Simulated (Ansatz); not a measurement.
Cost and result up the ladder for the cluster Cd3Te4 (the lowest singlet isomer of a short search) (7 atoms). Charge 0, multiplicity 1. Geometry: PBE-D4/def2-SVP.

```xyz
7

Cd   -0.8544   -3.0208    0.0291
Cd    0.8437    1.1158   -1.6692
Cd    1.1993   -0.8798    0.9430
Te    2.6463   -0.8340   -1.3484
Te   -2.0955    0.5646    0.4181
Te   -0.5307    0.3013    2.6922
Te   -1.2087    2.7529   -1.0647
```

Ansatz on 4 threads of AMD EPYC 7B13 on a shared host. Times are rough, and most runs start from the orbitals of an earlier one. PBE0-D4/def2-TZVP serves as the yardstick here, not as an exact answer. Differences are given only for rows in sets of like size (and for xTB, whose basis is part of the method), since another set adds its own error. Binding counts from free atoms at the same level (Cd singlet, Te triplet; other spins of the atoms weren't run), without zero-point energy or a counterpoise term.

In the def2 sets Cd, Te take a core potential; there is no spin–orbit coupling. Correlated methods freeze 16 core orbitals; core or outer-core shells of Cd, Te are correlated, in sets that lack core-valence functions. The structure comes from a short search, and lower isomers may exist.

Correlated methods converge slowly with the basis.

```
                         level  functions  wall time  binding energy per atom (eV)  difference from PBE0-D4/def2-TZVP (eV)
               PBE-D4/def2-SVP        197      3.6 s                          1.61                                       –
             BLYP-D4/def2-TZVP        320        7 s                          1.47                                   -0.09
PBE-D4/def2-TZVP (with forces)        320      7.5 s                          1.62                                    0.06
              PBE0-D4/def2-SVP        197      8.5 s                          1.54                                       –
           r2SCAN-D4/def2-TZVP        320       13 s                          1.54                                   -0.02
             PBE0-D4/def2-TZVP        320       18 s                          1.56                                    0.00
                  HF/def2-TZVP        320       21 s                          0.64                                   -0.92
                 MP2/def2-TZVP        320       24 s                          1.51                                   -0.05
             RPA@PBE/def2-TZVP        320       30 s                          1.23                                   -0.33
```
